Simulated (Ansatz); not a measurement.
Ca3Se3⁺. Charge 1, multiplicity 2. Geometry PBE0-D4/def2-SVP, that of the neutral singlet; atoms count from 1.

```xyz
6

Ca    0.321    0.772   -0.941
Ca   -1.665    1.199    1.987
Ca    1.152   -2.605   -0.183
Se    1.597   -1.230   -2.329
Se   -0.046   -0.898    1.518
Se   -1.359    2.762   -0.052
```

The structure comes from a short search, and lower isomers may exist.

**Question.** Estimate the Mulliken populations from the PBE0/def2-TZVP orbitals of Ansatz.

**Answer.** 
| atom | charge (e) | spin (α − β) |
| --- | --- | --- |
| Ca1 | 1.13 | -0.05 |
| Ca2 | 1.14 | 0.00 |
| Ca3 | 1.14 | 0.00 |
| Se4 | -0.71 | 0.50 |
| Se5 | -0.99 | 0.05 |
| Se6 | -0.71 | 0.50 |
Mulliken values and Mayer orders depend strongly on the basis.

**Question.** Where does the spin sit?

**Answer.** Summed by element: Ca -0.05, Se 1.05, of 1 unpaired in all. Largest on single atoms: Se6 0.50, Se4 0.50, Ca1 -0.05.

**Question.** And the Mayer bond orders between bonded heavy atoms (over 0.3)?

**Answer.** Ca1–Se4 0.58 (2.75 Å); Ca1–Se5 0.31 (3.00 Å); Ca1–Se6 0.58 (2.75 Å); Ca2–Se5 0.67 (2.69 Å); Ca2–Se6 0.77 (2.59 Å); Ca3–Se4 0.77 (2.59 Å); Ca3–Se5 0.67 (2.69 Å). Values over 0.3 also appear between atoms too far apart for a bond (Se4–Se6 0.33 at 5.46 Å); they arise where an orbital or an unpaired electron spreads over both atoms.
